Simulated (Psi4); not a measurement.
A dimer, CH4 ··· CHN (SMILES C and C#N); the first 5 atoms form monomer A.

```
8

C      0.0000     0.0000     0.0000
H     -0.6076     0.8840    -0.1887
H     -0.4400    -0.8578    -0.5068
H      0.0388    -0.1919     1.0714
H      1.0087     0.1657    -0.3759
C      3.7195     2.2275    -0.8368
N      3.3639     1.2819    -1.3782
H      4.0505     3.1075    -0.3329
```

Question: What interaction energy does SAPT0/jun-cc-pVDZ, frozen core in Psi4 1.11 give, and which attractive term is the largest?

Answer: Total -0.31 kcal/mol: electrostatics -0.43, exchange 0.82, induction -0.16, dispersion -0.54. The most attractive term is dispersion.
